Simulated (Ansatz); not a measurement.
```xyz
9

C    -0.0335   -0.4773   -0.1482
C    -0.0342   -0.4889    1.1852
C     0.0471    0.7572   -0.9871
H    -0.0056   -1.4177   -0.7009
H     0.0077   -1.4373    1.7400
H    -0.0251    0.4952    1.7692
H     0.0451    1.7001   -0.3903
H     0.8919    0.7845   -1.5873
H    -0.8878    0.8368   -1.6569
```

Basis set: def2-TZVP (spherical functions). Frozen core: 3 orbitals. Charge 0, multiplicity 1.

Computed with Ansatz (development build ahead of 0.2.0); each method stands on the lowest determinant of its kind that the runs found. Restricted open shells among the atoms or ions are ROHF, correlated in semicanonical orbitals with singles.

(1) Give the atomization energy at this shape (free ground-state atoms in the same class of orbitals less the molecule, no zero-point energy) of singlet C₃H₆ by RHF-MP2, RHF.

Results:

(1)

```csv
method,atomization energy
RHF-MP2,833.18 kcal/mol
RHF,657.03 kcal/mol
```

Caution: the shape is not the minimum.
